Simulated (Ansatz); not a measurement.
CH7AlSi2, SMILES `[SiH3][CH]1[AlH][SiH2]1`. The species carries charge 0 and has multiplicity 1.

Z-matrix (Å, degrees):
```
Si
Al 1 2.577
C 1 1.811 2 51.7
H 1 1.487 2 130.6 3 103.9
H 1 1.483 2 113.4 3 -105.9
H 1 1.588 2 47.3 3 164.6
Si 2 2.324 1 78.1 3 -45.0
H 2 1.576 1 121.4 3 127.3
H 3 1.087 1 117.6 2 -139.4
H 7 1.487 2 116.6 1 137.8
H 7 1.490 2 131.8 1 -60.5
```

Q: List the harmonic frequencies (cm⁻¹, unscaled) at PBE0-D4/def2-TZVP in Ansatz. (An estimate is asked.)

A: The calculation gave: 159, 290, 331, 368, 424, 446, 470, 497, 555, 603, 668, 699, 719, 788, 826, 845, 933, 964, 970, 1217, 1756, 1953, 2189, 2211, 2220, 2244, 3170.

Q: Is this a minimum?

A: Yes, all 27 modes are real.

Q: Give the ideal-gas thermochemistry at 298.15 K and 1 bar (rigid rotor, harmonic oscillator; point group C1, symmetry number 1).

A: Zero-point energy 170.6 kJ/mol; H(298) − E = 190.6 kJ/mol; entropy 330.3 J/(mol·K), of which translation 166.6, rotation 112.1, vibration 51.6; G(298) − E = 92.2 kJ/mol.
